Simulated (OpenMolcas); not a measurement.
**Mo3+: moving or changing the point charges**

Mo3+ among 4 point charges of -1 e arranged as a tetrahedron (Td), 2.02 Å from the ion.
```
   1.1662    1.1662    1.1662  -1.00
   1.1662   -1.1662   -1.1662  -1.00
  -1.1662    1.1662   -1.1662  -1.00
  -1.1662   -1.1662    1.1662  -1.00
```

```
Program             : OpenMolcas 26.06
Method              : SS-CASPT2, IPEA 0.25 Eh, imaginary shift 0.1 Eh (closed shells correlated: 4s 4p)
Basis               : ANO-RCC-VTZP [7s6p4d2f1g]
Scalar Hamiltonian  : DKH2, point nucleus
Active space        : 3 electrons in 5 orbitals (4d)
State averaging     : 2S+1 = 4 even, 10 roots; 2S+1 = 2 even, 40 roots
Spin-orbit coupling : RASSI with atomic mean-field integrals over the reference wave functions
```

Runs around this geometry, states (labels of Td). Energies in cm-1 above the lowest state or level, χT in cm3 K/mol; under a threefold ground state the first gap can be a small split of the lowest multiplet, not the spin-orbit step.

| R (Å) | q (e) | Ground state | First state of that spin | First gap with spin-orbit (degeneracies) | χT at 300 K | First state of another spin |
| --- | --- | --- | --- | --- | --- | --- |
| 2.02 | -0.8 | 4T1 | 4T2 1500 | 440 (4, 2) | 0.388 | 2E 11010 |
| 1.85 | -1 | 4T1 | 4T2 2710 | 340 (4, 2) | 0.488 | 2E 10240 |
| 2.02 | -1 | 4T1 | 4T2 1940 | 400 (4, 2) | 0.425 | 2E 10900 |
| 2.24 | -1 | 4T1 | 4T2 920 | 520 (4, 2) | 0.343 | 2T2 11120 |

Scaling the charges by -0.8 / -1 = 0.80 scales the first state of the same spin by 1500 / 1940 = 0.77; with fixed orbitals a first-order splitting would follow the charge.

Roots that are degenerate in the reference are averaged as groups; the widest CASPT2 spread within a group is 410 cm-1 (the 3-fold group of multiplicity 4 near 2710 cm-1 above the lowest state of its run, R = 1.85, q = -1). Shifts and gaps below about the spread of the groups concerned are not significant. An orbital triplet at a regular site is open to Jahn-Teller coupling, which can distort the site and quench the lowest spin-orbit gaps and is left out. Point charges give a weaker field than real ligands, and real ions of this kind are as a rule low spin; the high spin found here belongs to the model. Free-ion shares, where given, are those of the reference states; single-state CASPT2 does not remix them. The ground term spreads over less than 5000 cm-1, several times less than with real ligands, so orbital moments are less quenched and χT lies further from the spin-only value than at real sites (holds for R = 2.02, q = -0.8; R = 2.02, q = -1; R = 2.24, q = -1). This is an electrostatic model: the charges have no orbitals. No measured value stands beside these numbers.
